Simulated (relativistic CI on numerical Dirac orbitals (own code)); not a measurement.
# Nb3+: resonant inelastic scattering at the M2,3 edge

Computed with this model: Dirac-Coulomb-Breit CI, orbitals from a KLI potential per configuration, model QED, Kramers-Heisenberg scattering through one core-hole configuration in a parametric crystal field, unscaled Slater integrals; configurations [Kr] 4d2 → [Ne] 3s2 3p5 3d10 4s2 4p6 4d3; 300 K; core-hole width 1.2 eV; summed over polarisations. Incident energies are the highest absorption maxima for each field (at most a few, so the weaker spin-orbit partner edge can be absent), on the computed scale of the free ion. Intensities are in per cent of the strongest line above 0.02 eV; levels within 1 cm⁻¹ are merged; final levels count from the ground level, the first row holds all elastic scattering, lines under 0.4 are left out and each table stops after 24 rows. The scale of the Slater integrals is a model choice and moves the terms in proportion.

Field parameters in Wybourne normalisation: Oh B⁴₀ = 21Dq, B⁴₄ = √(5/14) B⁴₀. The field is a parameter set, without covalency.

S is read from ⟨S²⟩ = S(S + 1).

Oh, 10Dq = 6000 cm⁻¹:

```tsv
Final level (eV)	Degeneracy	Irrep	S	368.2 eV	383.2 eV	384.5 eV
0.000	2	E	1.00	3846.6	179.4	278.1
0.014	3	T2	1.00	85.7	5.8	20.7
0.123	3	T1	1.00	55.8	25.9	7.8
0.182	1	A1	1.00	17.3	9.8	12.2
0.683	1	A2	1.00	14.5	14.3	5.0
0.685	3	T2	0.99	82.3	46.1	25.6
0.745	3	T1	1.00	38.8	16.3	7.9
0.755	2	E	1.00	43.8	18.0	11.7
1.445	3	T2	0.39	100.0	22.2	44.2
1.482	3	T2	0.83	65.8	10.6	25.3
1.504	2	E	0.06	60.2	9.5	23.7
1.963	1	A1	1.00	22.3	26.1	18.6
2.005	3	T1	1.00	72.6	33.9	10.6
2.079	3	T2	0.98	71.3	18.7	9.6
2.085	2	E	0.98	57.5	5.4	7.0
2.386	3	T2	0.04	20.8	5.5	28.5
2.576	1	A1	0.01	12.8	5.4	22.6
2.619	3	T1	0.00	7.6	3.6	18.1
3.063	2	E	0.01	2.4	0.4	3.0
5.520	1	A1	0.00	1.6	2.8	6.5
```

Oh, 10Dq = 13500 cm⁻¹:

| Final level (eV) | Degeneracy | Irrep | S | 366.4 eV | 368 eV | 384 eV |
| --- | --- | --- | --- | --- | --- | --- |
| 0.000 | 2 | E | 1.00 | 689.2 | 2190.4 | 195.5 |
| 0.006 | 3 | T2 | 1.00 | 36.9 | 42.2 | 4.6 |
| 0.108 | 3 | T1 | 1.00 | 49.1 | 65.5 | 7.8 |
| 0.159 | 1 | A1 | 1.00 | 9.6 | 21.3 | 19.9 |
| 1.395 | 3 | T2 | 0.37 | 6.0 | 67.9 | 51.1 |
| 1.477 | 2 | E | 0.02 | 4.7 | 30.0 | 18.1 |
| 1.537 | 1 | A2 | 1.00 | 5.2 | 28.2 | 7.2 |
| 1.594 | 3 | T1 | 1.00 | 5.0 | 37.4 | 11.5 |
| 1.599 | 2 | E | 1.00 | 5.1 | 32.9 | 10.8 |
| 1.604 | 3 | T2 | 0.83 | 16.6 | 100.0 | 10.5 |
| 2.748 | 1 | A1 | 0.93 | 1.0 | 12.0 | 18.0 |
| 2.803 | 3 | T1 | 1.00 | 6.9 | 43.6 | 17.2 |
| 2.859 | 3 | T2 | 0.98 | 7.2 | 35.3 | 13.2 |
| 2.868 | 2 | E | 1.00 | 6.3 | 29.2 | 5.2 |
| 2.950 | 1 | A1 | 0.17 | 1.6 | 8.9 | 7.3 |
| 3.129 | 3 | T2 | 0.38 | 0.9 | 5.6 | 9.1 |
| 3.294 | 3 | T2 | 0.84 | 0.8 | 4.6 | 2.2 |
| 3.473 | 3 | T1 | 0.00 | 0.7 | 2.1 | 4.0 |
| 6.872 | 1 | A1 | 0.00 | 0.1 | 0.2 | 1.0 |

For the first field the strongest loss at the lowest incident energy is the level at 1.44 eV (S = 0.39, against 1.00 in the thermal ground state). Levels of other spin, the first over 8 % at 1.44 eV, appear because spin-orbit coupling of the core hole, and in heavier ions of the valence shell too, mixes spins.
